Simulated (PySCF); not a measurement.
Vertical excitations of a molecule C₄H₇NO from PySCF 2.14.0 with TDA-ωB97X/def2-SVPD, as energy in eV (oscillator strength): 4.80 (0.001), 6.35 (0.831), 6.90 (0.039), 7.60 (0.001), 7.72 (0.027), 7.92 (0.148), 8.03 (0.033), 8.25 (0.018), 8.31 (0.022), 8.48 (0.010). Lowest triplet (TDA): 3.51 eV. The structure is a stationary point at ωB97X-D3(BJ)/def2-SVP. Other conformers were not sampled.

Question: Which structure fits?
A. CC1=NCCO1
B. C=CO/C=N/C
C. C=C/N=C/CO
D. C[C@@H](C#N)CO

Answer: C, C=C/N=C/CO
